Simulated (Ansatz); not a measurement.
Task: Name a neutral molecule of C, Ge, O and H with HOMO energy (PBE0/def2-TZVPP) between -8.25 and -7.95 eV and HOMO–LUMO gap (PBE0/def2-TZVPP) between 8.75 and 9.05 eV (Ansatz, PBE0-D4/def2-TZVP geometry).

Result: `O[CH2][GeH3]` (-8.11 eV, 8.81 eV). Other molecules can fit too; these were computed, each in one conformer that needn't be the lowest.
